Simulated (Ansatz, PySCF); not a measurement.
Reaction (SMILES): COC(C)(F)F + 5 [H][H] (H2) → 3 C (CH4) + 2 F (HF) + O (H2O)
Geometries: B3LYP-D3(BJ)/def2-TZVP minima from Ansatz (a first-principles code), one conformer each, not searched for the lowest.
Geometry of the first species:
```
C
F 1 1.3569
O 1 1.3657 2 105.26
F 1 1.3824 2 106.05 3 -116.13
C 3 1.4267 1 116.69 2 -177.52
H 5 1.0867 3 105.77 1 171.09
H 5 1.0909 6 109.43 3 119.76
H 5 1.0927 6 109.11 7 120.34
C 1 1.5112 2 109.88 3 126.46
H 9 1.0881 1 108.96 2 55.27
H 9 1.0883 10 108.78 1 -120.67
H 9 1.0888 10 109.55 11 -119.79
```
Charge 0, spin multiplicity 1.

Wanted: energy of full hydrogenation (0 K, with B3LYP-D3(BJ) harmonic zero-point energies from PySCF), in kcal/mol. Valence correlation only, unless marked. No spin-orbit coupling. Non-relativistic. CBS(X,Y): correlation extrapolated as X^-3; Hartree-Fock from the larger set. The bracket is a focal-point correction in the basis named.

```json
[
 {"level": "revPBE-D4/def2-TZVPD", "program": "Ansatz + dftd4", "energy of full hydrogenation (kcal/mol)": "-65.6"},
 {"level": "LC-wPBE/def2-TZVPD", "program": "Ansatz", "energy of full hydrogenation (kcal/mol)": "-74.6"},
 {"level": "MP2/6-31G", "program": "Ansatz", "energy of full hydrogenation (kcal/mol)": "-60.2"},
 {"level": "RI-MP2/cc-pVTZ", "program": "Ansatz", "energy of full hydrogenation (kcal/mol)": "-73.2"},
 {"level": "SCS-MP2/STO-3G", "program": "Ansatz", "energy of full hydrogenation (kcal/mol)": "2.4"}
]
```

What does RI-MP2/CBS(cc-pVTZ,cc-pVQZ)+[CCSD(T)-MP2]/cc-pVTZ (Ansatz) give?

-75.4 kcal/mol, so SCS-MP2/STO-3G differs from it by 77.8 kcal/mol.
